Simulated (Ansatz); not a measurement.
Calculation: frozen-core CCSD(T)/cc-pVTZ // PBE-D3(BJ)/def2-TZVP (Ansatz, a program for electronic structure).

Ansatz 0.2 input:
```yaml
crystal:
  periodic: [false, false, false]
  atoms:
    - { symbol: F, position_ang: [-1.150483, -0.215856, 0.000004] }
    - { symbol: B, position_ang: [-0.000221, 0.430532, -0.000001] }
    - { symbol: F, position_ang: [1.150704, -0.214675, -0.000003] }
basis:
  gaussian: { orbitals: cc-pVTZ }
correlation:
  method: ccsd_t
magnetization:
  spin_polarized: true
  initial_magnetization: 1
```

Output:

```
Functional definition: HF
567 factors; integrals over basis functions are off by at most 8.0e-4 eV
mean field evaluation 1: about -6085.1150 eV, gradient 2.3e1 eV
mean field evaluation 2: about -6085.1187 eV, gradient 2.3e1 eV
mean field evaluation 4: about -6087.2674 eV, gradient 2.4e0 eV
mean field evaluation 8: about -6087.3588 eV, gradient 1.3e-1 eV
mean field evaluation 16: about -6087.3403 eV, gradient 9.2e-1 eV
mean field -6087.35897648 eV, -223.7063162254 hartree, gradient 1.2e-6 eV, S^2 0.752225; 0 other end points of the search recorded, 0 dependent functions left out
3 core orbitals not correlated
reference -6087.35897648 eV, -223.7063162254 hartree; 9, 8 occupied and 78, 79 virtual orbitals, 567 factors
second order -15.55323243 eV of doubles, -0.00000000 eV of singles
cycle   1  -15.22798547 eV  change    3.3e-1 eV  update   8.2e-2
cycle   2  -15.53718444 eV  change   -3.1e-1 eV  update   2.4e-2
cycle   3  -15.61816842 eV  change   -8.1e-2 eV  update   1.4e-2
cycle   4  -15.60382855 eV  change    1.4e-2 eV  update   3.8e-3
cycle   5  -15.60189220 eV  change    1.9e-3 eV  update   1.6e-3
cycle   6  -15.60293023 eV  change   -1.0e-3 eV  update   4.2e-4
cycle   7  -15.60290964 eV  change    2.1e-5 eV  update   1.8e-4
cycle   8  -15.60292096 eV  change   -1.1e-5 eV  update   5.5e-5
cycle   9  -15.60293119 eV  change   -1.0e-5 eV  update   1.9e-5
perturbative correction -0.48043038 eV, -0.0176554907 hartree
Total energy: -6103.44233805 eV, -224.2973688614 hartree
```

Cost: very roughly 13 core-seconds.
